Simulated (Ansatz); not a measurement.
**Question.** Name a neutral molecule of B, C, F, N and H with HOMO energy (ωB97M-V/def2-TZVPP) between -11.15 and -10.85 eV and size of the dipole moment (B3LYP/def2-TZVPP) between 2.05 and 2.35 D (Ansatz, PBE0-D4/def2-TZVP geometry).

**Answer.** `BNC(C)F` (-11.11 eV, 2.10 D). Other molecules can fit too; these were computed, each in one conformer that needn't be the lowest.

B3LYP here is the variant with VWN-RPA as its local correlation; programs differ in this.
